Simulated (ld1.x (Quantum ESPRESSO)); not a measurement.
**An all-electron radial function and its pseudo partner (Sr)**

Columns: radius, all-electron u(r) and pseudo u(r) of the 4d shell (level -2.33 eV) of strontium in the configuration [Ar] 3d10 4s2 4p6 4d0 5s1 5p1; LDA (PZ), scalar-relativistic, RRKJ scheme, ld1.x (Quantum ESPRESSO) 7.5.

```tsv
r (bohr)	all-electron	pseudo
0.135	0.1029	-0.0012
0.270	0.2145	-0.0093
0.405	0.1959	-0.0297
0.540	0.0998	-0.0656
0.675	-0.0215	-0.1172
0.810	-0.1409	-0.1816
0.945	-0.2465	-0.2539
1.080	-0.3345	-0.3281
1.215	-0.4047	-0.3979
1.350	-0.4587	-0.4583
1.485	-0.4986	-0.5061
1.620	-0.5268	-0.5400
1.755	-0.5455	-0.5608
1.890	-0.5563	-0.5705
2.025	-0.5608	-0.5717
2.160	-0.5605	-0.5673
2.295	-0.5563	-0.5597
2.430	-0.5492	-0.5502
2.565	-0.5398	-0.5399
2.700	-0.5287	-0.5287
2.835	-0.5164	-0.5164
2.970	-0.5033	-0.5033
3.105	-0.4896	-0.4896
3.240	-0.4755	-0.4755
3.375	-0.4612	-0.4612
3.510	-0.4468	-0.4468
```

(1) How many radial nodes do the two functions have?

(2) At about which radius was the pseudo-wave matched?

(3) Is the pseudo-wave norm-conserving?

## Answers

(1) The all-electron 4d function has n − l − 1 = 1; the pseudo-wave has 0, since the states of the same l below it are removed with the core.

(2) 2.70 bohr. The columns agree to 0.0005 from 2.56 bohr on; several derivatives are matched, so the curves merge somewhat inside the radius.

(3) Yes: the RRKJ scheme keeps the norm inside the radius equal to the all-electron one, which fixes the energy derivative of the logarithmic derivative at the level.
